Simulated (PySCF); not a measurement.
**C₆ coefficients of unlike pairs at PBE**

Calculated with PySCF 2.14 from the dipole response of each species, C₆(A,B) = (3/π) ∫ α_A(iu) α_B(iu) du, in atomic units, from isotropic polarisabilities. For ions this is the dispersion term alone; charge-induced terms of lower order in 1/R come first.

| species | configuration | basis | relativity | α (bohr³) | C₆ (like pair) |
| --- | --- | --- | --- | --- | --- |
| Be | [He] 2s2 (1S) | aug-cc-pVTZ (5s4p3d2f) | none | 43.00 | 259.4 |
| Pd³⁺ | [Kr] 4d7 (4F) | aug-cc-pwCVTZ-PP with ECP28MDF (8s8p7d4f3g) | core potential | 4.516 | 20.49 |
| Bi | [Xe] 4f14 5d10 6s2 6p3 (4S) | aug-cc-pwCVTZ-DK3 (11s10p8d5f1g) | spin-free X2C | 54.97 | 667.8 |
| Tl | [Xe] 4f14 5d10 6s2 6p1 (2P) | aug-cc-pVQZ-PP with ECP60MDF (7s7p5d3f2g) | core potential | 86.04 | 890.2 |

(1) Estimate C₆ for Pd³⁺ with Be.

No spin-orbit coupling is included, so Bi, close to jj coupling, stand for model states.

The other pairs:

```
    pair     C₆
Bi, Pd³⁺  96.86
  Bi, Be  400.5
  Tl, Be  474.6
  Tl, Bi  754.6
Tl, Pd³⁺  101.1
```

Answers

(1) The integral gives 48.12. The combination rule 2 C_A C_B / (C_A α_B/α_A + C_B α_A/α_B) gives 47.81 and the geometric mean 72.91.
